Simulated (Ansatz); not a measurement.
CH5ClO2Ti, SMILES `[CH3][Ti]([OH])([OH])[Cl]`. The species carries charge 0 and has multiplicity 1. The structure was optimised at the PBE0-D4/def2-TZVP level. It is one conformer, not always the lowest.

```xyz
10

C    -1.230    0.055    0.826
Ti    0.610   -0.100   -0.069
O     0.324   -0.968   -1.584
O     1.148    1.577   -0.315
Cl    1.892   -1.228    1.341
H    -1.621   -0.946    1.029
H    -1.119    0.608    1.763
H    -1.916    0.589    0.163
H     0.520   -1.740   -2.112
H     1.391    2.152   -1.041
```

What is the dipole moment at PBE/def2-TZVPP? (An estimate is asked.)

Computed: 2.80 D, with components (-0.32, 0.34, -2.76) D in this frame, pointing from negative to positive charge.

And with r2SCAN, B3LYP, ωB97M-V? (An estimate is asked.)

Computed: r2SCAN 2.84 D, B3LYP 2.76 D, ωB97M-V 2.82 D.

Give the Mulliken charges with PBE, B3LYP, ωB97M-V in def2-TZVPP. (Estimate.)

Computed: 
| atom | PBE | B3LYP | ωB97M-V |
| --- | --- | --- | --- |
| C1 | -0.48 | -0.48 | -0.49 |
| Ti2 | 0.84 | 0.97 | 0.85 |
| O3 | -0.42 | -0.47 | -0.44 |
| O4 | -0.40 | -0.45 | -0.42 |
| Cl5 | -0.26 | -0.28 | -0.24 |
| H6 | 0.11 | 0.11 | 0.13 |
| H7 | 0.12 | 0.11 | 0.13 |
| H8 | 0.11 | 0.10 | 0.12 |
| H9 | 0.20 | 0.20 | 0.18 |
| H10 | 0.19 | 0.19 | 0.18 |

B3LYP here is the variant with VWN-RPA as its local correlation; programs differ in this.
